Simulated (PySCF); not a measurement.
Mg(Cl)(SiMe3), SMILES C[Si](C)([Mg][Cl])C at its GFN2-xTB optimised geometry (Å):

```
15

Mg    -1.0390    -0.1002     0.0000
Cl    -3.2016    -0.0526    -0.0080
Si     1.4410    -0.1002     0.0000
C      2.1046     1.6282    -0.4939
C      2.1141    -1.3884    -1.2487
C      2.1132    -0.5331     1.7414
H      3.1919     1.6576    -0.5014
H      1.7609     1.9084    -1.4875
H      1.7596     2.3912     0.2009
H      1.7678    -1.1716    -2.2571
H      1.7777    -2.3912    -0.9937
H      3.2016    -1.4018    -1.2700
H      1.7775    -1.5193     2.0548
H      1.7657     0.1837     2.4825
H      3.2006    -0.5321     1.7673
```

Level of theory: PBE0/def2-TZVP in PySCF 2.14.0.

Map of the deformation density (molecule minus spherical neutral atoms) (e/bohr³) on the plane z = 0.6 Å:

```
|-------------------------------|
|-------------------------------|
|-------------------------------|
|-------------------------------|
|-------------------------------|
|-------------------------------|
|-------------------:::---------|
|------------------:..::--------|
|-----------------:. .:::-------|
|-----------------:::=-:::------|
|-----------------::-=-::::-----|
|-----------:::--::::-:.:::-----|
|------===-::::---:::-:::::-----|
|-----==++=-:.:-==:  ::::::-----|
|-----=++*+-:::=++-  ::::::-----|
|-----+*+#*-:--=*#+:=*=::::-----|
|-----=++**-:::=**=-*@#-:::-----|
|-----==++=-..:-++-:=*+-:::-----|
|------===-::.:---:.:-:::::-----|
|----------::::---:..:::::------|
|-----------::----:::::::-------|
|------------------:::::--------|
|-------------------------------|
|-------------------------------|
|-------------------------------|
|-------------------------------|
|-------------------------------|
|-------------------------------|
|-------------------------------|
|-------------------------------|
|-------------------------------|
```
Scale: ten equal steps from -0.013 (start of ' ') to 0.024 (end of '@'), in the order ' .:-=+*#%@'; x runs from -5.50 to 5.50, y from -5.50 (bottom) to 5.50 (top).
